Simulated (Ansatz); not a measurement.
A short molecular-dynamics run on BFH₅NSi, SMILES `FBN[SiH3]`.

```yaml
crystal:
  periodic: [false, false, false]
  atoms:
    - {symbol: F, position_ang: [0.626280, -0.318194, -1.983060]}
    - {symbol: B, position_ang: [1.015777, 0.557965, -1.049598]}
    - {symbol: N, position_ang: [0.395478, 0.508376, 0.204166]}
    - {symbol: Si, position_ang: [-0.865100, -0.601363, 0.692722]}
    - {symbol: H, position_ang: [1.874525, 1.344014, -1.324616]}
    - {symbol: H, position_ang: [0.709023, 1.180002, 0.887330]}
    - {symbol: H, position_ang: [-2.070825, -0.444313, -0.156751]}
    - {symbol: H, position_ang: [-0.397576, -2.006732, 0.612802]}
    - {symbol: H, position_ang: [-1.199083, -0.266156, 2.099903]}
basis:
  gaussian: {orbitals: "6-31G*"}
hamiltonian: {xc: {name: r2SCAN}, dispersion: d3bjatm}
md: {timestep: 1 fs, n_steps: 20, ensemble: nve, temperature: 500, initial_velocities: maxwell_boltzmann, seed: 940}
```

```sh
$ ansatz run in.yaml --threads 2 --pin off --events-out ev --progress --plain --max-ram 4352MiB
```

| step | time (fs) | potential energy (eV) | kinetic (eV) | T (K) | conserved (eV) |
| --- | --- | --- | --- | --- | --- |
| 0 | 0.0 | -12841.3576 | 0.4524 | 500 | -12840.9052 |
| 1 | 1.0 | -12841.3282 | 0.4238 | 468 | -12840.9044 |
| 2 | 2.0 | -12841.2533 | 0.3519 | 389 | -12840.9014 |
| 3 | 3.0 | -12841.1795 | 0.2807 | 310 | -12840.8988 |
| 4 | 4.0 | -12841.1458 | 0.2466 | 273 | -12840.8992 |
| 5 | 5.0 | -12841.1468 | 0.2452 | 271 | -12840.9017 |
| 6 | 6.0 | -12841.1453 | 0.2419 | 267 | -12840.9034 |
| 7 | 7.0 | -12841.1142 | 0.2114 | 234 | -12840.9028 |
| 8 | 8.0 | -12841.0592 | 0.1582 | 175 | -12840.9010 |
| 9 | 9.0 | -12841.0060 | 0.1065 | 118 | -12840.8995 |
| 10 | 10.0 | -12840.9787 | 0.0800 | 88 | -12840.8987 |
| 11 | 11.0 | -12840.9888 | 0.0899 | 99 | -12840.8989 |
| 12 | 12.0 | -12841.0333 | 0.1334 | 147 | -12840.8999 |
| 13 | 13.0 | -12841.0965 | 0.1950 | 215 | -12840.9015 |
| 14 | 14.0 | -12841.1539 | 0.2508 | 277 | -12840.9031 |
| 15 | 15.0 | -12841.1824 | 0.2787 | 308 | -12840.9037 |
| 16 | 16.0 | -12841.1747 | 0.2722 | 301 | -12840.9025 |
| 17 | 17.0 | -12841.1494 | 0.2490 | 275 | -12840.9004 |
| 18 | 18.0 | -12841.1391 | 0.2398 | 265 | -12840.8993 |
| 19 | 19.0 | -12841.1598 | 0.2593 | 287 | -12840.9005 |
| 20 | 20.0 | -12841.1941 | 0.2915 | 322 | -12840.9026 |

Velocities are drawn at the set temperature; a run this short doesn't reach equilibrium.

Frames (Å, forces in eV/Å):

```xyz
9
time=0.0 fs
F     0.626   -0.318   -1.983   -0.087   -0.180   -0.177
B     1.016    0.558   -1.050    0.156    0.080   -0.176
N     0.395    0.508    0.204   -0.016    0.073    0.183
Si   -0.865   -0.601    0.693   -0.084   -0.113   -0.046
H     1.875    1.344   -1.325    0.054    0.059    0.003
H     0.709    1.180    0.887    0.092    0.180    0.165
H    -2.071   -0.444   -0.157   -0.069   -0.028   -0.013
H    -0.398   -2.007    0.613   -0.022   -0.072    0.008
H    -1.199   -0.266    2.100   -0.023    0.002    0.053
9
time=1.0 fs
F     0.622   -0.319   -1.982    0.019   -0.071    0.017
B     1.022    0.558   -1.044    0.239    0.159   -0.607
N     0.397    0.512    0.204    0.043    0.232    0.509
Si   -0.864   -0.603    0.692    0.424   -0.043   -0.081
H     1.882    1.353   -1.346   -0.150   -0.142    0.149
H     0.688    1.207    0.884    0.019   -0.082   -0.049
H    -2.038   -0.470   -0.143   -0.697    0.147   -0.441
H    -0.447   -2.011    0.592    0.196   -0.257    0.074
H    -1.198   -0.257    2.076   -0.092    0.057    0.430
9
time=2.0 fs
F     0.618   -0.320   -1.981    0.124    0.030    0.198
B     1.029    0.558   -1.040    0.263    0.204   -0.985
N     0.399    0.515    0.203    0.085    0.383    0.781
Si   -0.864   -0.605    0.692    0.892   -0.007   -0.090
H     1.887    1.361   -1.365   -0.303   -0.301    0.279
H     0.667    1.234    0.881   -0.032   -0.337   -0.240
H    -2.011   -0.494   -0.133   -1.259    0.305   -0.831
H    -0.495   -2.017    0.572    0.383   -0.381    0.142
H    -1.198   -0.246    2.056   -0.153    0.103    0.746
9
time=3.0 fs
F     0.614   -0.321   -1.981    0.226    0.120    0.360
B     1.036    0.559   -1.036    0.194    0.189   -1.268
N     0.400    0.519    0.204    0.088    0.429    0.903
Si   -0.863   -0.607    0.692    1.115   -0.001   -0.139
H     1.890    1.366   -1.382   -0.374   -0.388    0.375
H     0.645    1.257    0.875   -0.034   -0.487   -0.322
H    -1.996   -0.515   -0.132   -1.558    0.423   -1.037
H    -0.539   -2.027    0.554    0.527   -0.403    0.213
H    -1.199   -0.235    2.043   -0.185    0.117    0.915
9
time=4.0 fs
F     0.610   -0.321   -1.980    0.322    0.195    0.496
B     1.043    0.559   -1.033    0.021    0.105   -1.431
N     0.402    0.523    0.205    0.055    0.320    0.834
Si   -0.861   -0.609    0.691    0.957   -0.012   -0.273
H     1.889    1.368   -1.395   -0.354   -0.391    0.424
H     0.624    1.276    0.866    0.015   -0.480   -0.260
H    -1.997   -0.532   -0.140   -1.468    0.492   -0.962
H    -0.578   -2.041    0.537    0.628   -0.310    0.283
H    -1.203   -0.223    2.039   -0.174    0.083    0.888
9
time=5.0 fs
F     0.606   -0.322   -1.978    0.408    0.251    0.601
B     1.050    0.560   -1.032   -0.252   -0.044   -1.460
N     0.404    0.528    0.206    0.002    0.059    0.592
Si   -0.859   -0.610    0.691    0.461   -0.028   -0.470
H     1.885    1.365   -1.405   -0.244   -0.310    0.420
H     0.602    1.290    0.855    0.097   -0.321   -0.072
H    -2.011   -0.544   -0.158   -1.040    0.519   -0.638
H    -0.611   -2.058    0.523    0.689   -0.126    0.349
H    -1.207   -0.210    2.043   -0.121    0.000    0.678
9
time=6.0 fs
F     0.603   -0.323   -1.977    0.483    0.286    0.671
B     1.056    0.560   -1.032   -0.603   -0.244   -1.362
N     0.405    0.532    0.208   -0.046   -0.289    0.249
Si   -0.857   -0.612    0.690   -0.192   -0.032   -0.658
H     1.878    1.360   -1.410   -0.059   -0.154    0.365
H     0.581    1.301    0.842    0.186   -0.071    0.176
H    -2.035   -0.551   -0.181   -0.452    0.516   -0.197
H    -0.637   -2.076    0.513    0.722    0.103    0.403
H    -1.213   -0.197    2.054   -0.040   -0.115    0.353
9
time=7.0 fs
F     0.599   -0.323   -1.975    0.543    0.300    0.705
B     1.063    0.561   -1.033   -0.986   -0.459   -1.159
N     0.407    0.536    0.210   -0.066   -0.607   -0.081
Si   -0.856   -0.614    0.689   -0.814   -0.009   -0.784
H     1.871    1.353   -1.412    0.170    0.046    0.271
H     0.563    1.311    0.832    0.252    0.150    0.381
H    -2.064   -0.553   -0.207    0.118    0.491    0.230
H    -0.657   -2.093    0.506    0.735    0.328    0.439
H    -1.220   -0.185    2.068    0.049   -0.238   -0.002
9
time=8.0 fs
F     0.596   -0.323   -1.972    0.586    0.290    0.699
B     1.068    0.561   -1.035   -1.339   -0.638   -0.890
N     0.409    0.540    0.212   -0.048   -0.769   -0.287
Si   -0.854   -0.616    0.688   -1.299    0.051   -0.835
H     1.866    1.347   -1.411    0.390    0.240    0.162
H     0.546    1.323    0.825    0.278    0.216    0.446
H    -2.092   -0.551   -0.230    0.571    0.450    0.565
H    -0.669   -2.107    0.503    0.733    0.507    0.454
H    -1.226   -0.175    2.083    0.128   -0.347   -0.315
9
time=9.0 fs
F     0.594   -0.323   -1.970    0.609    0.255    0.655
B     1.072    0.560   -1.038   -1.586   -0.714   -0.601
N     0.411    0.543    0.214   -0.004   -0.726   -0.330
Si   -0.853   -0.618    0.687   -1.612    0.153   -0.832
H     1.864    1.343   -1.408    0.537    0.365    0.073
H     0.532    1.336    0.823    0.270    0.081    0.344
H    -2.114   -0.544   -0.248    0.880    0.395    0.789
H    -0.674   -2.117    0.505    0.721    0.616    0.446
H    -1.230   -0.168    2.094    0.185   -0.426   -0.544
9
time=10.0 fs
F     0.591   -0.323   -1.967    0.610    0.197    0.573
B     1.075    0.559   -1.041   -1.668   -0.638   -0.329
N     0.412    0.546    0.216    0.043   -0.547   -0.263
Si   -0.852   -0.619    0.685   -1.757    0.298   -0.798
H     1.867    1.342   -1.405    0.557    0.370    0.029
H     0.521    1.351    0.824    0.249   -0.185    0.137
H    -2.127   -0.534   -0.258    1.051    0.332    0.905
H    -0.673   -2.120    0.511    0.700    0.641    0.416
H    -1.233   -0.166    2.100    0.215   -0.468   -0.670
9
time=11.0 fs
F     0.589   -0.323   -1.963    0.590    0.115    0.457
B     1.076    0.557   -1.045   -1.575   -0.405   -0.086
N     0.414    0.548    0.217    0.068   -0.362   -0.186
Si   -0.852   -0.621    0.683   -1.745    0.481   -0.752
H     1.876    1.345   -1.402    0.442    0.245    0.034
H     0.512    1.364    0.826    0.236   -0.448   -0.070
H    -2.131   -0.520   -0.260    1.094    0.263    0.923
H    -0.665   -2.117    0.522    0.674    0.582    0.367
H    -1.234   -0.168    2.099    0.216   -0.471   -0.687
9
time=12.0 fs
F     0.587   -0.323   -1.960    0.549    0.012    0.311
B     1.076    0.555   -1.049   -1.347   -0.062    0.139
N     0.416    0.550    0.218    0.062   -0.278   -0.179
Si   -0.853   -0.623    0.681   -1.580    0.689   -0.702
H     1.889    1.351   -1.398    0.228    0.032    0.072
H     0.506    1.372    0.827    0.242   -0.596   -0.192
H    -2.124   -0.504   -0.253    1.014    0.194    0.844
H    -0.650   -2.108    0.535    0.644    0.444    0.301
H    -1.233   -0.175    2.092    0.188   -0.434   -0.595
9
time=13.0 fs
F     0.586   -0.323   -1.956    0.489   -0.107    0.143
B     1.075    0.553   -1.053   -1.053    0.316    0.364
N     0.417    0.552    0.220    0.027   -0.349   -0.280
Si   -0.854   -0.624    0.678   -1.253    0.898   -0.643
H     1.904    1.356   -1.394   -0.019   -0.204    0.114
H     0.502    1.375    0.827    0.267   -0.571   -0.188
H    -2.107   -0.486   -0.237    0.799    0.129    0.663
H    -0.629   -2.096    0.552    0.610    0.248    0.224
H    -1.230   -0.186    2.080    0.133   -0.359   -0.397
9
time=14.0 fs
F     0.584   -0.322   -1.952    0.415   -0.235   -0.036
B     1.073    0.551   -1.056   -0.759    0.658    0.597
N     0.419    0.554    0.221   -0.034   -0.564   -0.480
Si   -0.856   -0.625    0.676   -0.754    1.072   -0.560
H     1.919    1.360   -1.388   -0.239   -0.401    0.137
H     0.500    1.372    0.825    0.306   -0.380   -0.062
H    -2.083   -0.467   -0.216    0.439    0.076    0.373
H    -0.603   -2.081    0.570    0.571    0.025    0.139
H    -1.226   -0.200    2.063    0.055   -0.252   -0.109
9
time=15.0 fs
F     0.583   -0.322   -1.949    0.334   -0.361   -0.215
B     1.070    0.549   -1.059   -0.508    0.913    0.830
N     0.421    0.555    0.221   -0.112   -0.853   -0.724
Si   -0.857   -0.625    0.673   -0.091    1.169   -0.428
H     1.932    1.360   -1.381   -0.392   -0.521    0.133
H     0.501    1.366    0.822    0.349   -0.090    0.137
H    -2.055   -0.447   -0.191   -0.062    0.045   -0.021
H    -0.571   -2.065    0.590    0.520   -0.176    0.053
H    -1.221   -0.217    2.046   -0.037   -0.126    0.235
9
time=16.0 fs
F     0.582   -0.322   -1.945    0.251   -0.473   -0.378
B     1.066    0.549   -1.061   -0.327    1.051    1.040
N     0.422    0.556    0.221   -0.198   -1.089   -0.912
Si   -0.859   -0.626    0.670    0.673    1.158   -0.236
H     1.941    1.355   -1.373   -0.456   -0.547    0.098
H     0.506    1.359    0.820    0.385    0.171    0.319
H    -2.027   -0.427   -0.166   -0.649    0.038   -0.473
H    -0.533   -2.052    0.611    0.446   -0.307   -0.032
H    -1.216   -0.235    2.031   -0.125   -0.002    0.573
9
time=17.0 fs
F     0.581   -0.323   -1.941    0.173   -0.561   -0.514
B     1.062    0.549   -1.062   -0.228    1.058    1.202
N     0.424    0.556    0.221   -0.277   -1.137   -0.935
Si   -0.861   -0.625    0.667    1.390    1.046   -0.002
H     1.945    1.344   -1.364   -0.423   -0.476    0.037
H     0.514    1.353    0.822    0.397    0.269    0.384
H    -2.005   -0.406   -0.145   -1.182    0.040   -0.880
H    -0.492   -2.041    0.631    0.341   -0.334   -0.114
H    -1.213   -0.253    2.021   -0.190    0.095    0.822
9
time=18.0 fs
F     0.581   -0.324   -1.938    0.106   -0.615   -0.612
B     1.059    0.551   -1.062   -0.211    0.932    1.295
N     0.425    0.555    0.220   -0.340   -0.946   -0.746
Si   -0.862   -0.625    0.663    1.856    0.888    0.211
H     1.946    1.329   -1.355   -0.296   -0.317   -0.043
H     0.526    1.350    0.827    0.373    0.149    0.287
H    -1.995   -0.385   -0.133   -1.472    0.014   -1.105
H    -0.447   -2.033    0.650    0.199   -0.254   -0.192
H    -1.212   -0.270    2.019   -0.216    0.148    0.905
9
time=19.0 fs
F     0.580   -0.324   -1.935    0.054   -0.628   -0.665
B     1.055    0.553   -1.061   -0.263    0.692    1.302
N     0.426    0.554    0.218   -0.384   -0.589   -0.395
Si   -0.863   -0.624    0.660    1.932    0.755    0.348
H     1.943    1.311   -1.346   -0.096   -0.093   -0.134
H     0.542    1.349    0.835    0.315   -0.116    0.078
H    -1.998   -0.364   -0.132   -1.390   -0.073   -1.059
H    -0.401   -2.028    0.667    0.028   -0.099   -0.267
H    -1.212   -0.285    2.026   -0.195    0.151    0.791
9
time=20.0 fs
F     0.579   -0.326   -1.933    0.016   -0.601   -0.674
B     1.050    0.556   -1.059   -0.345    0.380    1.213
N     0.427    0.552    0.216   -0.421   -0.208    0.009
Si   -0.863   -0.623    0.657    1.647    0.683    0.406
H     1.940    1.292   -1.338    0.135    0.154   -0.218
H     0.560    1.346    0.844    0.235   -0.388   -0.140
H    -2.016   -0.343   -0.140   -0.973   -0.224   -0.775
H    -0.354   -2.024    0.682   -0.158    0.084   -0.334
H    -1.215   -0.299    2.040   -0.137    0.120    0.513
```

It took 22 s on 2 threads of an Intel Xeon 6975P-C on a shared host, with 0.16 GiB of host memory at the peak.
